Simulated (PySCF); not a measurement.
Pb(SH)4 at several levels of theory

Computed with PySCF 2.14.0 (density fitting, no spin-orbit coupling) at the geometry relaxed with PBE:

```xyz
9
Pb(SH)4 (singlet)
Pb    0.1430    0.3396    0.0042
S    -0.0220   -1.3717    1.8885
H    -0.6861   -0.4792    2.6787
S     0.3192   -1.0129   -2.1519
H    -0.3667   -2.0493   -1.5869
S     2.1824    1.8723    0.0415
H     2.8788    1.0050   -0.7483
S    -1.8913    1.8588    0.2505
H    -1.2346    2.8783   -0.3762
```

```tsv
level	basis	state	HOMO (eV)	gap (eV)	charge on Pb1 (e)	dipole about the centre of mass (D)	largest force component (eV/Å)
PBE	Pb def2-SVP with ECP60, S def2-SVP, H def2-SVP	singlet	-6.22	1.97	0.47	0.05	0.01
BP86	the same	singlet	-6.32	1.95	0.47	0.05	0.05
B3LYP	the same	singlet	-7.18	3.44	0.53	0.05	0.20
revPBE	the same	singlet	-6.20	1.99	0.53	0.05	0.10
CAM-B3LYP	the same	singlet	-8.73	6.08	0.53	0.05	0.57
PBE	Pb x2c-SVPall, S x2c-SVPall, H x2c-SVPall	singlet	-6.20	1.96	0.53	0.05	0.10
```

Charges are Mulliken's, which hang on the basis. The relaxation used the grid (50, 194), these runs (75, 302) or, all-electron (x2c bases, spin-free X2C Hamiltonian), (99, 590).

Problem. What does PBE with Pb def2-TZVP with ECP60, S def2-TZVP, H def2-TZVP give here?

Solution. state singlet, HOMO (eV) -6.43, gap (eV) 2.00, charge on Pb1 (e) 0.73, dipole about the centre of mass (D) 0.04, largest force component (eV/Å) 0.29. Time: 24 s on 2 threads of Arm Neoverse V2, on a shared host, from free ions and atoms.

In the first row's basis the gap widens with exact exchange: 2.0 eV for BP86, PBE, revPBE (none); 3.4 eV for B3LYP (a fixed share); 6.1 eV for CAM-B3LYP (rising or full at long range).

A frequency check found unstable modes (1, the lowest at -21 cm⁻¹), so the relaxed geometry is a saddle point, or these are noise.
